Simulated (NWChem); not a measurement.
Species: C$_{2}$H$_{6}$GeSi; SMILES C1=[CH][GeH2][SiH2]1

```xyz
10

C      1.0992     1.4075     0.0000
C      1.5428     0.1292     0.0000
Ge    -0.0978    -0.9884     0.0000
Si    -0.7890     1.3160     0.0000
H      1.7690     2.2699     0.0000
H      2.5977    -0.1496     0.0000
H     -0.2790    -1.8832     1.2551
H     -0.2790    -1.8832    -1.2551
H     -1.4659     1.8857    -1.2007
H     -1.4659     1.8857     1.2007
```
Atoms are numbered in this order, from 1.

Program: NWChem. Pople sets run with spherical d functions. All runs use the structure optimised with B3LYP/6-31G* (spherical d). GIAO values for the isolated, static molecule; σ is the absolute isotropic shielding, δ = σ(reference) − σ with the isolated reference molecule computed at the same levels (13C: tetramethylsilane, 1H: tetramethylsilane, 29Si: tetramethylsilane).

Task: Predict the results for B3LYP/6-311G**. Quantities: δ C1 (ppm); σ Ge3 (ppm); δ Si4 (ppm); δ H5 (ppm); δ H6 (ppm); δ H7 (ppm); δ H9 (ppm).

Result: 
| Property | Result |
|---|---|
| δ C1 (ppm) | 161.9 |
| σ Ge3 (ppm) | 1476.5 |
| δ Si4 (ppm) | -32.6 |
| δ H5 (ppm) | 7.19 |
| δ H6 (ppm) | 7.76 |
| δ H7 (ppm) | 5.34 |
| δ H9 (ppm) | 5.27 |
